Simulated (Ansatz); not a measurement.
Geometry optimisation, RKS PBE0/def2-SVP in Ansatz 0.2.0.

Input:

```yaml
crystal:
  periodic: [false, false, false]
  atoms:
    - { symbol: C, position_ang: [-2.2293, -0.1643, -0.5658] }
    - { symbol: Al, position_ang: [-0.4442, 0.5592, -0.9273] }
    - { symbol: O, position_ang: [0.82479, -0.52714, -1.63604] }
    - { symbol: Si, position_ang: [0.69035, -0.41929, -3.39963] }
    - { symbol: O, position_ang: [1.1015, 1.11741, -3.947] }
    - { symbol: H, position_ang: [-2.2293, -0.9278, 0.1619] }
    - { symbol: H, position_ang: [-2.8795, 0.7044, -0.1729] }
    - { symbol: H, position_ang: [-2.6797, -0.4791, -1.5301] }
    - { symbol: H, position_ang: [-0.11214, 2.0621, -0.67891] }
    - { symbol: H, position_ang: [-0.76946, -0.72919, -3.74398] }
    - { symbol: H, position_ang: [1.45763, -1.49626, -4.0066] }
    - { symbol: H, position_ang: [2.07458, 1.17582, -3.68881] }
basis:
  gaussian: { orbitals: def2-SVP }
hamiltonian:
  xc: pbe0
relax:
  f_tol: 0.015
  max_steps: 40
output:
  orbitals: {}
```

Run as:

```bash
$ ansatz run input.yaml --threads 2 --pin off --max-ram 3072MiB --backend cpu --events-out ev --progress --plain --runs-dir out
```

Problem. Where does it end, and by what steps?

Solution. The run converged. After 9 steps the energy has fallen by 0.893 eV; O3 moved furthest, 1.11 Å. Parted: Al2–Si4.

```tsv
step	energy less start (eV)	largest force component (eV/Å)	accepted
0	0.0000	2.844	yes
1	-0.4582	1.716	yes
2	-0.6829	0.447	yes
3	-0.7681	0.308	yes
4	-0.8291	0.157	yes
5	-0.8587	0.306	yes
6	-0.8831	0.190	yes
7	-0.8902	0.057	yes
8	-0.8910	0.148	yes
9	-0.8933	0.011	yes
```

```xyz
12
Properties=species:S:1:pos:R:3
C -2.406 -0.092 -0.300
Al -0.674 0.614 -0.837
O 0.092 0.032 -2.247
Si 0.761 -0.412 -3.679
O 1.448 0.876 -4.471
H -2.275 -0.901 0.439
H -3.026 0.680 0.184
H -2.971 -0.513 -1.146
H 0.125 1.706 -0.009
H -0.284 -0.913 -4.610
H 1.786 -1.462 -3.396
H 2.229 1.261 -4.062
```

Whether the end is a true minimum wasn't checked by a vibrational analysis.

Time of the run: 28 s on 2 threads of Arm Neoverse V2, on a shared host, peak memory 0.24 GiB.
